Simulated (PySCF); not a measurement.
## Correlation energy of Zn (zinc, neutral)

[Ar] 3d10 4s1 4p1, high-spin 3P determinant (an excited configuration). Computed with PySCF 2.14 in dyall-av2z, with no relativity, point nucleus. Frozen: [Ar]; 12 electrons correlated; the 34 highest virtual orbitals of each spin left out.

```
  level  correlation energy (mhartree)
   CCSD                        -378.87
    (T)                         -10.43
CCSD(T)                        -389.30
```

Diagnostics: T1 = 0.014, D1 = 0.0393, largest double amplitude 0.027.

Cost of the coupled-cluster step: of the order of 17 core-seconds, for 12 correlated electrons.

Iterations:

```
CC2 = 0
CCSD nocc = (np.int64(7), np.int64(5)), nmo = (58, 58)
frozen orbitals [[0, 1, 2, 3, 4, 5, 6, 7, 8, 67, 68, 69, 70, 71, 72, 73, 74, 75, 76, 77, 78, 79, 80, 81, 82, 83, 84, 85, 86, 87, 88, 89, 90, 91, 92, 93, 94, 95, 96, 97, 98, 99, 100], [0, 1, 2, 3, 4, 5, 6, 7, 8, 67, 68, 69, 70, 71, 72, 73, 74, 75, 76, 77, 78, 79, 80, 81, 82, 83, 84, 85, 86, 87, 88, 89, 90, 91, 92, 93, 94, 95, 96, 97, 98, 99, 100]]
max_cycle = 100
direct = 0
conv_tol = 1e-08
conv_tol_normt = 1e-06
diis_space = 8
diis_start_cycle = 0
Init t2, MP2 energy = -0.417130359225424
Init E_corr(UCCSD) = -0.41713035926376
cycle = 1  E_corr(UCCSD) = -0.3634770318811  dE = 0.0536533274  norm(t1,t2) = 0.0851671
cycle = 2  E_corr(UCCSD) = -0.382123411528109  dE = -0.0186463796  norm(t1,t2) = 0.035113
cycle = 3  E_corr(UCCSD) = -0.378459698133668  dE = 0.00366371339  norm(t1,t2) = 0.0196448
cycle = 4  E_corr(UCCSD) = -0.378525751942865  dE = -6.60538092e-05  norm(t1,t2) = 0.00491861
cycle = 5  E_corr(UCCSD) = -0.378887495040797  dE = -0.000361743098  norm(t1,t2) = 0.00129308
cycle = 6  E_corr(UCCSD) = -0.378897980360346  dE = -1.04853195e-05  norm(t1,t2) = 0.000610323
cycle = 7  E_corr(UCCSD) = -0.378862879067285  dE = 3.51012931e-05  norm(t1,t2) = 0.000221407
cycle = 8  E_corr(UCCSD) = -0.378872320824563  dE = -9.44175728e-06  norm(t1,t2) = 8.88816e-05
cycle = 9  E_corr(UCCSD) = -0.378874803682162  dE = -2.4828576e-06  norm(t1,t2) = 4.73936e-05
cycle = 10  E_corr(UCCSD) = -0.378871917752686  dE = 2.88592948e-06  norm(t1,t2) = 1.84232e-05
cycle = 11  E_corr(UCCSD) = -0.378872320610319  dE = -4.02857632e-07  norm(t1,t2) = 9.16206e-06
cycle = 12  E_corr(UCCSD) = -0.37887239940567  dE = -7.87953512e-08  norm(t1,t2) = 2.4398e-06
cycle = 13  E_corr(UCCSD) = -0.378872321400375  dE = 7.80052949e-08  norm(t1,t2) = 9.49849e-07
cycle = 14  E_corr(UCCSD) = -0.378872388175296  dE = -6.67749215e-08  norm(t1,t2) = 2.44853e-07
cycle = 15  E_corr(UCCSD) = -0.378872380704491  dE = 7.47080575e-09  norm(t1,t2) = 9.21302e-08
UCCSD converged
E(UCCSD) = -1778.103149402669  E_corr = -0.3788723807044907
UCCSD(T) correction = -0.0104256521005639
```
